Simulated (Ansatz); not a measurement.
C₂H₆Ga₃N (`C=[C]1[GaH][NH][Ga]1[GaH2]`), relaxed with RKS PBE0-D4/def2-TZVP in the Gaussian-basis code of Ansatz from a GFN2-xTB geometry. The force threshold is 0.005 eV/Å; the program also tests the step.

Total charge 0; spin multiplicity 1.

Start:

```xyz
12

C    -2.581    0.704    0.377
C    -1.377    0.174    0.536
Ga   -0.455   -1.008    1.944
N     1.108   -0.961    0.923
Ga    0.446    0.125   -0.479
Ga    2.127    0.644   -2.341
H    -2.840    1.313   -0.486
H    -3.383    0.563    1.096
H    -0.683   -1.750    3.333
H     2.012   -1.390    1.094
H     2.399   -0.299   -3.680
H     3.228    1.886   -2.316
```

**Question.** How much energy does the relaxation release, and in how many steps? (An estimate is asked.)

**Answer.** The calculation gave: 30.05 kJ/mol, in 12 steps, 3 of them rejected.

**Question.** Which bonds change most? (An estimate is asked.)

**Answer.** Computed: Ga5–Ga6 from 2.562 to 2.456 Å; C2–Ga5 from 2.088 to 1.992 Å; Ga6–H12 from 1.660 to 1.577 Å; Ga6–H11 from 1.660 to 1.577 Å.

**Question.** Give the relaxed structure. (Best estimate.)

**Answer.** Computed: 
```xyz
12

C    -2.309    0.706    0.218
C    -1.155    0.112    0.508
Ga   -0.472   -1.022    1.975
N     1.159   -1.082    1.094
Ga    0.638   -0.021   -0.347
Ga    1.929    0.696   -2.310
H    -2.453    1.303   -0.683
H    -3.187    0.637    0.860
H    -0.878   -1.690    3.324
H     2.032   -1.532    1.316
H     1.951   -0.150   -3.640
H     2.747    2.043   -2.315
```
